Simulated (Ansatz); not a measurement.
`C=CCCCCCCCCC[S][Cu]` with charge -1. The state is a doublet with charge -1. Geometry PBE-D4/def2-SVP, that of the neutral singlet; atoms count from 1.

```xyz
34

C     1.1516   -5.2284    2.3657
C     0.8872   -4.6432    1.1840
C     1.7890   -3.6657    0.4817
C     1.2121   -2.2403    0.3583
C    -0.0477   -2.1330   -0.5093
C    -0.6263   -0.7150   -0.6147
C     0.2661    0.2896   -1.3547
C    -0.3562    1.6806   -1.5363
C    -0.5857    2.4564   -0.2343
C    -1.1460    3.8637   -0.4585
C    -1.3545    4.6610    0.8282
S    -2.1515    6.3053    0.5958
Cu   -0.9825    7.0298   -1.0179
H     0.4447   -5.9297    2.8359
H     2.0925   -5.0280    2.9068
H    -0.0693   -4.8818    0.6826
H     2.7622   -3.6212    1.0152
H     2.0099   -4.0443   -0.5433
H     0.9907   -1.8507    1.3772
H     2.0061   -1.5823   -0.0557
H     0.1777   -2.5172   -1.5310
H    -0.8334   -2.8044   -0.1011
H    -0.8470   -0.3422    0.4102
H    -1.6093   -0.7635   -1.1340
H     1.2376    0.3985   -0.8228
H     0.5165   -0.1285   -2.3552
H    -1.3242    1.5845   -2.0793
H     0.3000    2.2864   -2.2001
H     0.3742    2.5225    0.3273
H    -1.2817    1.8935    0.4260
H    -2.1097    3.8143   -1.0107
H    -0.4557    4.4458   -1.1185
H    -2.0423    4.1093    1.5070
H    -0.3951    4.7781    1.3754
```

The highest occupied level of the charge -1 doublet lies above zero (up to 1.25 eV). By energy differences its removal costs 0.40 eV (vertical, to the charge 0 singlet, at PBE0-D4/def2-SVP); self-interaction error and the lack of diffuse functions both raise the level.

(1) Estimate the Mulliken populations of the heavy atoms from the PBE0/def2-SVP orbitals of Ansatz.

(2) Where does the spin sit?

(3) And the Mayer bond orders between bonded heavy atoms (over 0.3)?

Answers

(1) 
```
atom  charge (e)  spin (α − β)  d electrons
  C1       -0.10          0.00            –
  C2       -0.12          0.00            –
  C3        0.00          0.00            –
  C4       -0.09          0.00            –
  C5       -0.06          0.00            –
  C6       -0.06          0.00            –
  C7       -0.06          0.00            –
  C8       -0.04          0.00            –
  C9       -0.10          0.00            –
 C10       -0.01          0.01            –
 C11       -0.12          0.00            –
 S12       -0.38          0.10            –
Cu13       -0.51          0.90         9.80
```
Mulliken values and Mayer orders depend strongly on the basis.

(2) Summed by element: C 0.00, S 0.10, Cu 0.90, H -0.01, of 1 unpaired in all. Largest on single atoms: Cu13 0.90, S12 0.10, H32 -0.01.

(3) S12–Cu13 0.83 (2.12 Å); C1–C2 2.01 (1.34 Å); C2–C3 1.04 (1.50 Å); C3–C4 1.06 (1.54 Å); C4–C5 1.06 (1.53 Å); C5–C6 1.09 (1.54 Å); C6–C7 1.06 (1.53 Å); C7–C8 1.08 (1.53 Å); C8–C9 1.06 (1.53 Å); C9–C10 1.05 (1.53 Å); C10–C11 1.02 (1.53 Å); C11–S12 1.04 (1.84 Å).
